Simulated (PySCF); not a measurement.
Al(All)(H)(OMe) (C4H9AlO), SMILES C=C[CH2][AlH][O]C. Atoms are numbered in the order given.

```xyz
15

Al    -0.0907    -0.2065     0.7931
C      1.5496    -0.8378    -0.0851
C      1.6340     0.3319    -1.0149
C      2.0898     1.5616    -0.7049
H      1.4709    -1.7982    -0.6115
H      2.3837    -0.8654     0.6336
H      1.1840     0.1889    -2.0063
H      2.5475     1.7772     0.2667
H      2.0441     2.3816    -1.4254
H     -0.0498     0.7097     2.0810
O     -1.5743    -0.5643     0.0374
C     -2.9192    -0.2026     0.1358
H     -3.5555    -1.0991     0.2520
H     -3.1241     0.4664     0.9947
H     -3.2518     0.3198    -0.7802
```
Charge 0, spin multiplicity 1.

Geometry optimised at B3LYP-D3(BJ)/def2-SVP. The structure was generated by enumeration; whether it is a known compound was not checked. Other conformers were not sampled.

Two levels are set side by side: PBE/pcSseg-1 (PySCF) and B3LYP/pcSseg-1 (PySCF). GIAO shifts against H2O (¹⁷O), TMS (¹H), TMS (¹³C) at the same level; non-relativistic, no solvent, atoms listed together averaged. Differences are taken from unrounded values.

```json
[
 {"quantity": "δ(¹³C) of C2 (ppm)", "B3LYP": "22.5", "PBE": "24.9", "PBE minus B3LYP": "2.4"},
 {"quantity": "δ(¹³C) of C3 (ppm)", "B3LYP": "144.6", "PBE": "140.7", "PBE minus B3LYP": "-3.9"},
 {"quantity": "δ(¹³C) of C4 (ppm)", "B3LYP": "120.4", "PBE": "119.3", "PBE minus B3LYP": "-1.1"},
 {"quantity": "δ(¹H) of H7 (ppm)", "B3LYP": "6.37", "PBE": "6.38", "PBE minus B3LYP": "0.01"},
 {"quantity": "δ(¹H) of H10 (ppm)", "B3LYP": "4.43", "PBE": "4.70", "PBE minus B3LYP": "0.28"},
 {"quantity": "δ(¹⁷O) of O11 (ppm)", "B3LYP": "56.6", "PBE": "74.4", "PBE minus B3LYP": "17.8"},
 {"quantity": "δ(¹³C) of C12 (ppm)", "B3LYP": "57.9", "PBE": "59.3", "PBE minus B3LYP": "1.4"},
 {"quantity": "δ(¹H) of H13, H14, H15 (ppm)", "B3LYP": "4.21", "PBE": "4.34", "PBE minus B3LYP": "0.13"}
]
```

Rough cost on one machine, each run with all the roots and properties that it gave: B3LYP against PBE within a factor of 2.
